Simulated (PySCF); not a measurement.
Spinor energies of Cr³⁺ (chromium, charge +3)

Start: [Ar] 3d2 4s1; 3d5/2 filled at m_j = +3/2, +5/2; 4s1/2 filled at m_j = +1/2. Calculated with PySCF 2.14 in x2c-TZVPall-2c (6s7p4d1f, 54 functions): generalised Hartree-Fock with the X2C-1e Hamiltonian and a Gaussian nucleus; one run each with spin-orbit coupling (SO) switched off, then screened by Boettger's factors. This is a chosen level, not necessarily the ground level.

| spinor shell | electrons | ε, spin-free (eV) | ε, screened SO (eV) | weight of nominal j (screened SO) | rms radius, screened SO (bohr) |
| --- | --- | --- | --- | --- | --- |
| 1s1/2 | 2 | -6093.4 | -6093.3 | 1.000 | 0.0734 |
| 2s1/2 | 2 | -776.67 | -776.68 | 1.000 | 0.316 |
| 2p1/2 | 2 | -657.63 | -663.33 | 0.994 | 0.285 |
| 2p3/2 | 4 | -657.63 | -654.86 | 0.997 | 0.288 |
| 3s1/2 | 2 | -140.74 | -140.74 | 1.000 | 0.938 |
| 3p3/2 | 4 | -104.35 | -105.04 | 0.850 | 0.998 |
| 3p1/2 | 2 | -104.35 | -103.02 | 0.700 | 0.996 |
| 3d5/2 | 2 | -58.549 | -58.519 | 0.895 | 1.13 |
| 4s1/2 | 1 | -34.814 | -34.816 | 1.000 | 2.75 |

```csv
quantity,spin-free,screened SO
E (hartree),-1047.27976,-1047.28911
M_J,9/2,9/2
⟨J²⟩,24.754,24.754
⟨L²⟩,12.004,12.006
⟨S²⟩,3.750,3.750
```

Each row is a mean over spinors that exchange with the open shell spreads, by up to 10.045 eV (3p3/2).

Rows whose weight is well below 1 are mixtures of j = l ± 1/2: exchange outweighs spin-orbit coupling there, and the label is only the starting occupation.

Without spin-orbit coupling the j labels of p, d and f shells carry no meaning; the spin-free column gives the mean over the occupied spinors of each nl shell.
